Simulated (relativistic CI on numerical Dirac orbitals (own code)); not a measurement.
# Ti3+ in a cubic cluster: 1s photoemission with charge transfer

Computed with a charge-transfer multiplet model of a cubic metal-ligand cluster with up to 2 ligand holes, Slater and spin-orbit integrals from Dirac-Coulomb-Breit ions, Slater integrals scaled by 0.8. The ground state mixes d1 with configurations of k ligand holes L, whose averages lie at kΔ + k(k − 1)U_dd/2; a core hole lowers each added d electron by U_cd. 300 K, Lorentzian 1.1 eV and Gaussian 0.6 eV FWHM.

Atomic integrals in eV (Slater integrals scaled, ζ unscaled), ground: F2dd 6.578, F4dd 4.090, zeta_d 0.017; with the core hole: F2dd 6.578, F4dd 4.090, zeta_d 0.030, G2cd 0.039. Where a configuration has fewer than two d electrons, the dd integrals are those of d2.

Cluster parameters (eV): U_dd = 4.6, U_cd = 5.6, 10Dq = 0.35, 10Dq(ligand) = 0.7, V(eg) = 2.7, V(t2g) = -1.48, final-state hopping factor = 0.8.

| Case | n_d | d1 | d2L | d3L2 | S |
| --- | --- | --- | --- | --- | --- |
| Δ = 0.8 eV | 1.90 | 0.28 | 0.54 | 0.18 | 0.50 |
| Δ = 2.8 eV | 1.73 | 0.39 | 0.49 | 0.12 | 0.50 |
| Δ = 3.8 eV | 1.65 | 0.44 | 0.46 | 0.10 | 0.50 |
| Δ = 4.8 eV | 1.58 | 0.50 | 0.42 | 0.08 | 0.50 |
| Δ = 6.8 eV | 1.44 | 0.60 | 0.35 | 0.05 | 0.50 |

Weights, n_d and S are thermal averages at 300 K. Binding energies count from the first peak over 30 % of the highest in each spectrum, which can be another peak from case to case. The parameters are a model scan and need not match a compound or its usual spin state. Peaks in eV (height, largest 100):
- Δ = 0.8 eV: 0.0 (100), 10.7 (9)
- Δ = 2.8 eV: 0.0 (100), 9.9 (10)
- Δ = 3.8 eV: 0.0 (100), 9.5 (10)
- Δ = 4.8 eV: 0.0 (100), 9.1 (11)
- Δ = 6.8 eV: 0.0 (100), 8.7 (8)

For the case Δ = 3.8 eV, Δ = 3.8 eV is smaller than U_dd = 4.6 eV, the charge-transfer side of the Zaanen-Sawatzky-Allen scheme. With the core hole the configuration with one ligand hole lies at Δ − U_cd = -4.8, -2.8, -1.8, -0.8, 1.2 eV from the one without, in the order of the table; where this is negative the screened configuration lies lower, though the effective hopping of about 4.8 eV (from the holes of the mixed ground state) mixes the two strongly wherever it is as large as the gap.

With at most 2 ligand holes the space is cut while the next configuration still counts, so covalency is underestimated, and a final configuration with one more ligand hole, which can lie low, is missing from the spectra.
